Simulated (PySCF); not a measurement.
Consider 1,1,2-trifluorobuta-1,3-diene, `C=CC(F)=C(F)F` (C4H3F3). Coordinates in Å; atoms count from 1 in this order:
```
C     1.7591    0.6324    0.4001
C     0.6600   -0.0943    0.6376
C    -0.5818    0.0886   -0.0790
F    -0.6203    1.0321   -1.0214
C    -1.6990   -0.6224    0.1325
F    -2.8149   -0.4524   -0.5210
F    -1.7841   -1.5734    1.0297
H     2.6761    0.4592    0.9656
H     1.7659    1.4144   -0.3627
H     0.6556   -0.8763    1.4015
```

Energies: M06-2X/def2-TZVP (PySCF, density fitting, integration grid level 3) on PBE0-D3(BJ)/def2-SVP structures. Zero-point and thermal terms (298.15 K, 1 bar) come from unscaled GFN2-xTB harmonic frequencies, with soft modes damped to free rotors in the entropy. These were taken at the GFN2-xTB minima.

Q: Rank these bonds by dissociation enthalpy, weakest first.
A. C5–F6
B. C2–C3
C. C2–H
D. C1–H

A: C (441 kJ/mol), D (467 kJ/mol), B (517 kJ/mol), A (540 kJ/mol).

Not ranked, since the method can't order them against a listed neighbour: C3–F4 (481 kJ/mol).

Q: For C3–F4, what are ΔE (electronic) and ΔG(298 K) of the homolysis?

A: ΔE = 490 and ΔG = 435 kJ/mol, beside ΔH = 481 kJ/mol. The radicals are `C=C[C]=C(F)F` and F•.

Caveats: the order of C1–H and C3–F4 (ΔE differs by 6, ΔH by -14, ΔG by -5 kJ/mol) hangs on zero-point and thermal terms.
